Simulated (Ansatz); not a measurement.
Reactions of C2H2ClNO (`N=C(Cl)C=O`).

Calculated with Ansatz (gas phase, PBE0-D4/def2-TZVP geometries, no zero-point term in ΔE). CBS: MP2 limit from def2 TZ/QZ plus the TZ coupled-cluster correction, frozen cores. This one scheme is used for every species, atoms too. Functionals use def2-TZVPP. Open shells (•) are unrestricted, without spin–orbit coupling. Spin–orbit coupling would lower the free atoms: a little for C, Cl, O. For Br, Ge outer-core shells are correlated without core-valence functions, so the limit isn't a true one: a few kJ/mol of doubt a bond, and 10 to 20 or more in all where bonds break to atoms. Scalar relativity is left out up to krypton. Each species was taken in one conformer, which may not be the lowest.

```
                                                 reaction  PBE0-D4 (eV)  B2PLYP (eV)  r2SCAN-D4 (eV)
                               `N=C(Cl)C=O` → `ClC1=NCO1`          0.67         0.88            0.77
               `N=C(Cl)C=O` → 2 C• + Cl• + 2 H• + N• + O•         30.06        29.44           29.88
                   `N=C(Cl)C=O` + H–F → `N=C(F)C=O` + HCl          0.02        -0.01           -0.02
`N=C(Cl)C=O` + `C[SiH](O)Cl` → `O=CC[SiH](O)Cl` + `N=CCl`          0.13         0.16            0.17
          `N=C(Cl)C=O` + GeH₄ → `N=[C](Cl)[GeH3]` + `C=O`          0.26         0.22            0.29
                      `N=C(Cl)C=O` + H₂ → `N=CCl` + `C=O`         -0.12        -0.18           -0.04
                  `N=C(Cl)C=O` + HBr → `N=C(Br)C=O` + HCl         -0.03        -0.05           -0.04
                 `N=C(Cl)C=O` + CH₃OH → `COC=O` + `N=CCl`         -0.55        -0.56           -0.59
```

Question: Give the CCSD(T)/CBS values in the same order. (An estimate is asked.)

Answer: Ansatz gave: 0.81, 29.59, 0.09, 0.14, 0.16, -0.15, -0.05, -0.49 eV.

Largest T1 diagnostic: 0.015, for `C=O`.
